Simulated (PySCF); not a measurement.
Dipole moment and polarisability of adiponitrile

Compound: adiponitrile, C₆H₈N₂.
Structure used (GFN2-xTB), in Å, numbered top down from 1:
```
atom  x, y, z in Å
N1    -3.233    1.299    0.353
C2    -2.596    0.369    0.166
C3    -1.769   -0.791   -0.050
C4    -0.360   -0.573    0.516
C5     0.359    0.574   -0.193
C6     1.768    0.791    0.374
C7     2.596   -0.367    0.156
N8     3.235   -1.296   -0.034
H9    -1.721   -0.989   -1.125
H10   -2.245   -1.647    0.437
H11    0.214   -1.495    0.398
H12   -0.432   -0.354    1.585
H13   -0.215    1.496   -0.074
H14    0.430    0.356   -1.262
H15    2.243    1.648   -0.112
H16    1.719    0.988    1.449
```

Level: B3LYP/def2-SVPD (PySCF), static field, nuclei fixed, core orbitals frozen in the response. The polarisability tensor in these axes (au):

```
x    90.09 -11.94  -1.50
y   -11.94  78.55   2.46
z    -1.50   2.46  61.31
```

**Question.** Give the principal values, the mean and the anisotropy Δα = √{½[(α1 − α2)² + (α2 − α3)² + (α1 − α3)²]}.

**Answer.** Principal values 60.96, 71.22 and 97.77 au; mean 76.65 au = 11.36 Å³ = 12.64 × 10⁻⁴⁰ C²·m²/J; Δα = 32.90 au (43 % of the mean).

**Question.** What is the dipole moment?

**Answer.** 0.01 D; point group Ci allows none, and the residue is numerical.

**Question.** Traceless (Buckingham) quadrupole moment about the centre of nuclear charge: eigenvalues?

**Answer.** -40.32, 15.79, 24.53 D·Å. The electronic extent ⟨r²⟩ about the same centre is 1348 bohr², a root-mean-square distance of 2.55 Å for the 58 electrons.

**Question.** What depolarisation ratio follows for Rayleigh scattering of linearly polarised light, taking the static tensor?

**Answer.** ρ = 3Δα²/(45ᾱ² + 4Δα²) = 3247.1/(264394 + 4329.5) = 0.0121.

**Question.** Refractivity n − 1 of an ideal gas of it at 298.15 K and 1 atm, from the electronic α?

**Answer.** N = p/kT = 2.4615 × 10¹⁹ cm⁻³, so n − 1 = 2π × N × 11.36 × 10⁻²⁴ cm³ = 1757 × 10⁻⁶ at long wavelengths.

**Question.** Sum over states: ᾱ = Σ f/ω², ω in Eh. What share falls to these 8 lowest TDDFT singlets (eV, f)? 7.80, 0.0000; 7.82, 0.0003; 8.03, 0.0000; 8.07, 0.0242; 8.09, 0.0000; 8.10, 0.0024; 8.51, 0.0000; 8.55, 0.0000.

**Answer.** They add up to 0.31 au, 0.4 % of the 76.65 au; the largest single term is 0.27 au, from the state at 8.07 eV. Terms in order: 0.00, 0.00, 0.00, 0.27, 0.00, 0.03, 0.00, 0.00 au. Higher excitations give the rest. The strengths listed sum to 0.027.

**Question.** Find the Langevin capture rate constant for H3O+ (19.018 u) meeting this molecule (108.069 u), k = 2.342 × 10⁻⁹ cm³/s × √(α in Å³ / reduced mass in u).

**Answer.** The reduced mass is 16.17 u, so k = 1.96 × 10⁻⁹ cm³/s.

Isolated species at its GFN2-xTB geometry (one conformer only).
